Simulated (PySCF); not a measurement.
Compound: C3H3BCl2.
Structure used (PBE0-D3(BJ)/def2-SVP), in Å, numbered top down from 1:
```
atom  x, y, z in Å
B1     1.1730   -0.9053    0.1710
C2     0.1366   -0.0293   -0.5733
C3    -1.2668    0.1425    0.0298
Cl4   -2.7112   -0.6770    0.2386
C5    -0.4983    1.1636    0.1578
Cl6   -0.1529    2.7187    0.6737
H7     2.0503   -1.4907   -0.4208
H8     1.0939   -1.0014    1.3749
H9     0.1968    0.0647   -1.6707
```

Probes without a nucleus sit at each ring's centroid and 1 Å off its mean plane on both sides; NICS is minus the shielding there, NICSzz its component along the normal. Level: GIAO PBE0/pcSseg-1 (PySCF, non-relativistic, gas phase) on the PBE0-D3(BJ)/def2-SVP geometry, one conformer.

Ring bond lengths (Å), with Mayer bond orders in brackets: C2–C3 1.537 (0.82), C3–C5 1.284 (1.59), C5–C2 1.536 (0.82).

What do the NICS probes read (ppm)?

```csv
ring,type,NICS(0),"NICS(1), two faces","NICS(1)zz, two faces",rms pucker (Å),"centre to ring atoms, mean (Å)"
C2–C3–C5,"3-membered carbocycle; formal bonds 1 double, 2 single",-30.5,-2.7 / -4.9,-10.2 / -10.7,0.00,0.84
```

What do they say, and how far can they be read as aromaticity?

- C2–C3–C5: mean NICS(1)zz -10.5 ppm, shielded. C2 has four or more neighbours, and the NICS criterion for π rings isn't applied. NICS(0) lies 27 ppm below the mean NICS(1).

How shielded are the nuclei of the rings and their hydrogens (means over atoms taken as equivalent)?

```
  atoms                environment  σ isotropic (ppm)  principal values of the symmetric part, first atom (ppm)
     C2  sp3 carbon bound to boron              142.3                                        74.2, 153.2, 199.6
C3 (×2)        vinylic C–Cl carbon               69.9                                       -52.9, 110.6, 151.9
     H9           methine hydrogen              28.48                                          23.8, 27.1, 34.5
```

How do the values depend on the level or the medium?

```json
{"level": "PBE0/pcSseg-1, gas", "NICS(0), C2–C3–C5": "-30.5", "mean NICS(1)zz, C2–C3–C5": "-10.5"}
{"level": "wB97X-D/pcSseg-2, gas", "NICS(0), C2–C3–C5": "-30.4", "mean NICS(1)zz, C2–C3–C5": "-10.8"}
```

The geometry is the same throughout.
